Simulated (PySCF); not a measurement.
Cartesian coordinates in Å; atom numbers follow the order of the lines, from 1:
```xyz
17

C     2.8304   -0.2239   -0.5404
O     2.0935    0.1184    0.6026
C     0.8353    0.6282    0.3648
N    -0.1727   -0.4192    0.1218
B    -1.6781    0.1522   -0.1233
P    -2.8541   -1.4401   -0.1199
H     3.8361   -0.5143   -0.2104
H     2.3943   -1.0796   -1.0913
H     2.9173    0.6297   -1.2378
H     0.5076    1.1792    1.2562
H     0.8042    1.3091   -0.5041
H    -0.1923   -1.0649    0.9172
H     0.0945   -0.9866   -0.6860
H    -1.6270    0.8006   -1.1579
H    -1.9303    0.8333    0.8617
H    -4.0843   -0.7664    0.1292
H    -3.1055   -1.6047   -1.5183
```

Geometry: PBE0-D3(BJ)/def2-SVP; GIAO shifts from PySCF 2.14.0 with density-fitted response routines, gas phase, non-relativistic, averaged over equivalent atoms.

At PBE0/6-31G* (110 basis functions, 12 s wall time on 1 thread of an Arm Neoverse V1, shared host):
| atoms | δ (ppm) |
| --- | --- |
| C3 | 78.4 |
| C1 | 53.8 |
| O2 | 21.6 |
| N4 | 55.6 |
| B5 | -20.7 |
| P6 | -205.7 |
| H10/H11 | 4.22 |
| H7/H8/H9 | 3.30 |
| H12/H13 | 2.73 |
| H14/H15 | 2.50 |
| H16/H17 | 1.86 |

Referencing at the same level of theory: TMS for ¹³C (σref 194.14) and ¹H (σref 31.96); H2O for ¹⁷O (σref 324.18); ¹⁵N (σref 259.38) against NH3; ¹¹B (σref 112.25) vs BF3·OEt2; H3PO4 for ³¹P (σref 376.23).

**Question.** Estimate the result of repeating the calculation with KT3/pcSseg-1.

**Answer.** 
| atoms | δ at KT3/pcSseg-1 | change |
| --- | --- | --- |
| C3 | 83.1 | +4.7 |
| C1 | 56.8 | +3.0 |
| O2 | 56.3 | +34.7 |
| N4 | 81.1 | +25.5 |
| B5 | -22.3 | -1.6 |
| P6 | -214.8 | -9.1 |
| H10/H11 | 4.23 | +0.01 |
| H7/H8/H9 | 3.36 | +0.06 |
| H12/H13 | 2.94 | +0.21 |
| H14/H15 | 2.35 | -0.15 |
| H16/H17 | 1.76 | -0.10 |

References, each an isolated molecule treated in the same way: TMS for ¹³C (σ = 182.31 ppm), ¹H (σ = 31.32 ppm); H2O for ¹⁷O (σ = 329.03 ppm); ¹⁵N (σ = 262.01 ppm) vs NH3; BF3·OEt2 for ¹¹B (σ = 100.51 ppm); H3PO4 for ³¹P (σ = 332.35 ppm).

The largest change is at O2 (ether oxygen). Cost: 164 basis functions, 26 s wall time on 1 thread of an Arm Neoverse V1, shared host.

Experimental scales use liquid or dissolved standards, which lie at an offset from isolated NH3 (liquid NH3: subtract about 20 ppm) and H2O (liquid H2O: subtract about 36 ppm) and H3PO4.
